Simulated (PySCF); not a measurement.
# Spin-rotation constants: `InChI=1S/C5H5NO2S/c7-5(8)4-3(9)1-2-6-4/h1-2,6,9H,(H,7,8)`

Cartesian coordinates in Å; atom numbers follow the order of the lines, from 1:
```xyz
14

O    -2.426    0.691   -0.335
C    -1.628   -0.228   -0.295
O    -2.015   -1.510   -0.488
C    -0.222   -0.094   -0.049
N     0.648   -1.157   -0.013
C     1.892   -0.708    0.240
C     1.859    0.660    0.375
C     0.525    1.061    0.193
S    -0.093    2.686    0.256
H    -2.970   -1.531   -0.648
H     0.364   -2.111   -0.157
H     2.728   -1.375    0.311
H     2.688    1.306    0.579
H    -1.351    2.310    0.008
```

Level of theory: GIAO BHandHLYP/3-21G magnetisability, rotational g tensor and spin-rotation constants, non-relativistic, gas phase in PySCF. Geometry: GFN2-xTB.

(1) Give the nuclear spin-rotation constants along the inertial axes (H = +C I·J) beside the isotropic shieldings.

## Answers

(1) Rotational constants 1.8300, 1.4619, 0.8127 GHz. A star marks the isotopologue with that one atom substituted, in its own axes.
| atom | isotope | Caa (kHz) | Cbb (kHz) | Ccc (kHz) | mean (kHz) | σ (ppm) |
| --- | --- | --- | --- | --- | --- | --- |
| N5 | 14N | 0.190 | 0.141 | 0.031 | 0.121 | 141.9 |
| H10 | 1H | -0.020 | -0.067 | -0.135 | -0.074 | 28.6 |
| H11 | 1H | 0.042 | -0.086 | -0.105 | -0.050 | 26.1 |
| H12 | 1H | -0.188 | 0.117 | -0.101 | -0.057 | 26.7 |
| H13 | 1H | 0.155 | -0.157 | -0.102 | -0.035 | 27.3 |
| H14 | 1H | 0.010 | -0.110 | -0.084 | -0.061 | 27.0 |
| O1 | 17O* | -0.787 | -0.708 | -0.039 | -0.511 | 2.2 |
| C2 | 13C* | 0.825 | 0.407 | 0.148 | 0.460 | 58.0 |
| O3 | 17O* | -0.238 | -0.328 | -0.115 | -0.227 | 190.3 |
| C4 | 13C* | 0.480 | 0.480 | 0.101 | 0.354 | 103.5 |
| C6 | 13C* | 0.551 | 0.480 | 0.089 | 0.373 | 96.5 |
| C7 | 13C* | 0.611 | 0.384 | 0.082 | 0.359 | 107.1 |
| C8 | 13C* | 0.604 | 0.543 | 0.080 | 0.409 | 84.9 |
| S9 | 33S* | 0.437 | 0.138 | 0.116 | 0.230 | 704.4 |

For the geometry as given, no vibrational averaging.
